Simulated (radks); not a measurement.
Valence configurations of Tl+. All-electron calculation, Dirac Kohn-Sham, PBEsol, spin-unpolarised, spherical densities, point nucleus; open shells are shared between the two j in proportion to 2j + 1. Program: a radial shooting solver on a logarithmic mesh with Libxc functionals. Energies are relative to [Hg]; eigenvalues in eV.

valence                     E (eV)  e(4f5/2)  e(4f7/2)  e(5d3/2)  e(5d5/2)  e(6p1/2)
[Hg]                         0.000   -123.60   -119.00   -24.124   -21.911         -
[Xe] 4f14 5d10 6s1 6p1       8.234   -125.48   -120.89   -25.896   -23.660   -10.301
[Xe] 4f14 5d10 6s1.5 6p0.5   4.082   -124.56   -119.96   -25.025   -22.801    -9.802
[Xe] 4f12 5d10 6s2 6p2      259.83   -161.99   -157.11   -36.878   -34.072   -12.959
[Xe] 4f13 5d10 6s2 6p1      121.16   -142.46   -137.72   -30.400   -27.891   -11.173
[Xe] 4f14 5d9 6s2 6p1       15.959   -129.56   -124.96   -28.719   -26.379   -11.085
[Xe] 4f13 5d9 6s2 6p2       141.64   -148.60   -143.86   -35.042   -32.406   -12.846
[Xe] 4f14 5d10 6s0.5 6p1.5  12.453   -126.39   -121.79   -26.739   -24.491   -10.776
[Xe] 4f12 5d9 6s2 6p3       285.12   -168.31   -163.43   -41.564   -38.631   -14.539
[Xe] 4f14 5d8 6s2 6p2       34.853   -135.55   -130.94   -33.200   -30.734   -12.724

NIST lists [Hg] as the ground configuration; this level of theory agrees among the configurations tried. The energies are those of spherical spin-averaged densities, not of single terms.
